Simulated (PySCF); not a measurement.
# Barium: a sound run and one with changed settings

Sound run: Ba [Xe] 6s2, Ba+ [Xe] 6s1. All numbers are calculated (PySCF 2.14, the spin-free X2C one-electron Hamiltonian (Gaussian nucleus), in Sapporo-DKH3-DZP-2012 (8s6p3d, 41 functions)). The sound run starts from symmetry-adapted Hartree-Fock orbitals and uses a fine grid where one is needed.

Changed run: radial step 0.5 in ln r (0.13 in the sound run). This setting is unsound on purpose.

| species | method | sound run (hartree) | changed run (hartree) | converged |
| --- | --- | --- | --- | --- |
| Ba | UHF | -8131.14896 | -8131.14896 | yes |
| Ba | MN15 | -8140.05890 | -8142.77129 | yes |
| Ba | LDA | -8127.23922 | -8127.05660 | yes |
| Ba+ | UHF | -8130.99194 | -8130.99194 | yes |
| Ba+ | MN15 | -8139.85437 | -8142.55624 | yes |
| Ba+ | LDA | -8127.04163 | -8126.85984 | yes |

Ionisation energy of Ba:

| method | sound run (eV) | changed run (eV) |
| --- | --- | --- |
| UHF | 4.273 | 4.273 |
| MN15 | 5.566 | 5.852 |
| LDA | 5.377 | 5.354 |

A coarse radial grid mis-integrates the density and the exchange-correlation energy, with errors of either sign; Hartree-Fock needs no grid.

For comparison, NIST gives 5.212 eV between the lowest levels.
